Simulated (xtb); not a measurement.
xtb input (GFN2-xTB):

```bash
xtb mol.xyz --gfn 2 --ohess tight --chrg 0 --uhf 0
```
mol.xyz:
```
3

F     -1.27367240     0.05574614     0.02034911
B      0.05219396     0.03791747    -0.02498337
O      1.23408095    -0.11306735    -0.01896314
```

End of the output:

```
    mode    ω/cm⁻¹     T·S(HO)/kcal·mol⁻¹    T·S(FR)/kcal·mol⁻¹   T·S(vib)
   ------------------------------------------------------------------------
   ------------------------------------------------------------------------

   temp. (K)  partition function   enthalpy   heat capacity  entropy
                                   cal/mol     cal/K/mol   cal/K/mol   J/K/mol
 298.15  VIB   1.34                  386.675      3.221      1.874
         ROT   653.                  592.502      1.987     14.869
         INT   873.                  979.176      5.208     16.743
         TR   0.300E+27             1481.254      4.968     37.374
         TOT                        2460.4303    10.1765    54.1166   226.4238

       T/K    H(0)-H(T)+PV         H(T)/Eh          T*S/Eh         G(T)/Eh
Note: The following floating-point exceptions are signalling: IEEE_DENORMAL
normal termination of xtb
   ------------------------------------------------------------------------
    298.15    0.392095E-02    0.132217E-01    0.257125E-01   -0.124908E-01
   ------------------------------------------------------------------------

         :::::::::::::::::::::::::::::::::::::::::::::::::::::
         ::                  THERMODYNAMIC                  ::
         :::::::::::::::::::::::::::::::::::::::::::::::::::::
         :: total free energy         -10.135564181684 Eh   ::
         ::.................................................::
         :: total energy              -10.123073367159 Eh   ::
         :: zero point energy           0.009300778219 Eh   ::
         :: G(RRHO) w/o ZPVE           -0.021791592744 Eh   ::
         :: G(RRHO) contrib.           -0.012490814525 Eh   ::
         :::::::::::::::::::::::::::::::::::::::::::::::::::::

optimized geometry written to: xtbopt.xyz

           -------------------------------------------------
          | TOTAL ENERGY              -10.123073367159 Eh   |
          | TOTAL ENTHALPY            -10.109851643608 Eh   |
          | TOTAL FREE ENERGY         -10.135564181684 Eh   |
          | GRADIENT NORM               0.000364800525 Eh/α |
          | HOMO-LUMO GAP               9.380958376579 eV   |
           -------------------------------------------------

------------------------------------------------------------------------
------------------------------------------------------------------------
 total:
 SCF:
 ANC optimizer:
 analytical hessian:
```
